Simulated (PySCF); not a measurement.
Working out the ionisation energy of V

V [Ar] 3d3 4s2 (4F) → V⁺ [Ar] 3d4 (5D). Calculation: PySCF 2.14, in def2-TZVP; no relativity, point nucleus. Frozen: [Ar]. Energies in hartree (1 hartree = 27.21139 eV):

```
             part    V (lower)   V⁺ (upper)
              UHF  -942.872327  -942.656164
MP2 opposite-spin    -0.027498     0.000000
    MP2 same-spin    -0.021209    -0.037364
```

Q: What does Hartree-Fock give?

A: (-942.656164) − (-942.872327) = 0.216163 hartree = 5.882 eV.

Q: What do MP2 and SCS-MP2 (6/5 opposite-spin, 1/3 same-spin) give?

A: The opposite-spin parts differ by 0.748 eV and the same-spin parts by -0.440 eV. MP2: 5.882 + (0.748) + (-0.440) = 6.190 eV. SCS-MP2: 5.882 + 1.2 × (0.748) + (-0.440)/3 = 6.633 eV.

Measured between the centres of the two terms (NIST): 6.732 eV, so MP2 (valence) is off by -0.542 eV.

The calculation is non-relativistic.

What remains against the reference includes basis incompleteness, the frozen core and correlation beyond second order.
